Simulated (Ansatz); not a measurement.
```yaml
crystal:
  periodic: [false, false, false]
  atoms:
    - {symbol: N, position_ang: [-1.205741, 3.586043, -1.404200]}
    - {symbol: C, position_ang: [0.279733, 2.114136, 0.446823]}
    - {symbol: Si, position_ang: [0.510895, -2.018291, 0.496284]}
    - {symbol: F, position_ang: [-1.502787, -3.122612, -2.174913]}
    - {symbol: H, position_ang: [-2.260708, 2.233615, -2.863044]}
    - {symbol: H, position_ang: [1.488866, 3.389207, 2.102933]}
    - {symbol: H, position_ang: [3.563865, -3.054508, -0.001386]}
    - {symbol: H, position_ang: [-0.671282, -3.252990, 3.274742]}
basis:
  gaussian: {orbitals: def2-TZVP, final_grid: {core_spheres: 5, valence_spheres: 4, degree: 11}}
magnetization: {spin_polarized: true, initial_magnetization: 2}
hamiltonian: {xc: {name: LC-wPBE}}
output: {forces: true}
```

```sh
$ ansatz run in.yaml --threads 2 --pin off --events-out ev --progress --plain --max-ram 4352MiB
```

It prints (some lines left out):

```
Functional definition: LC-wPBE
919 factors; their error is unknown
313 factors; integrals over basis functions are off by at most 6.8e-5 eV
mean field evaluation 1: about -13106.7396 eV, gradient 7.7e1 eV
mean field evaluation 2: about -12494.3069 eV, gradient 1.8e2 eV
mean field evaluation 4: about -13083.4064 eV, gradient 1.0e2 eV
mean field evaluation 8: about -13148.1392 eV, gradient 6.4e0 eV
mean field evaluation 16: about -13153.3203 eV, gradient 5.6e-1 eV
mean field evaluation 32: about -13153.4424 eV, gradient 8.6e-3 eV
mean field evaluation 96: about -13154.8293 eV, gradient 1.8e-5 eV
mean field -13154.82926893 eV, -483.4310589696 hartree, gradient 2.3e-7 eV, S^2 6.264834; 12 other end points of the search recorded, 0 dependent functions left out
reference -13154.82926893 eV, -483.4310589698 hartree; 21, 19 occupied and 133, 135 virtual orbitals, 919 factors
Total energy: -13154.82926893 eV, -483.4310589698 hartree
Atom 0 at    -1.205741     3.586043    -1.404200 Å, force    -0.117852    -0.374374    -0.176815 eV/Å
Atom 1 at     0.279733     2.114136     0.446823 Å, force     0.180376     0.320191     0.237274 eV/Å
Atom 2 at     0.510895    -2.018291     0.496284 Å, force    -0.343622    -0.294738    -0.690179 eV/Å
Atom 3 at    -1.502787    -3.122612    -2.174913 Å, force     0.525703     0.275898     0.710913 eV/Å
Atom 4 at    -2.260708     2.233615    -2.863044 Å, force     0.205493     0.285416     0.286746 eV/Å
Atom 5 at     1.488866     3.389207     2.102933 Å, force    -0.264909    -0.274058    -0.353780 eV/Å
Atom 6 at     3.563865    -3.054508    -0.001386 Å, force    -0.204437     0.059641     0.037059 eV/Å
Atom 7 at    -0.671282    -3.252990     3.274742 Å, force     0.019247     0.002025    -0.051218 eV/Å
Dipole moment:     0.517674     0.302131     0.788754 e Å
```

In this input the geometry is stretched to more than twice its size. The calculation finished and met its thresholds. The result belongs to that input, not to the molecule as meant.
